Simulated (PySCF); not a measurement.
**Mo: ionisation energy**

Mo [Kr] 4d5 5s1 (7S) → Mo+ [Kr] 4d5 (6S), as a difference of total energies. All numbers are calculated (PySCF 2.14, a scalar-relativistic core potential, in def2-SVP with the def2 core potential (28 electrons) (5s3p2d1f, 31 functions)). Correlated levels: valence: 4s2 4p6 frozen. The calculations carry no spin-orbit coupling.

```
           method  ionisation energy (eV)
              UHF                   6.301
            B3LYP                   7.310
             TPSS                   7.396
    MP2 (valence)                   6.699
SCS-MP2 (valence)                   6.434
```

Errors of the correlated levels include the incompleteness of this basis and the frozen core.

Problem. Which method comes closest to the reference value, and which is furthest?

Solution. The reference is 7.092 eV (measured; NIST Atomic Spectra Database, ionization energies). Closest: B3LYP (error 0.218 eV); furthest: UHF (error -0.791 eV).
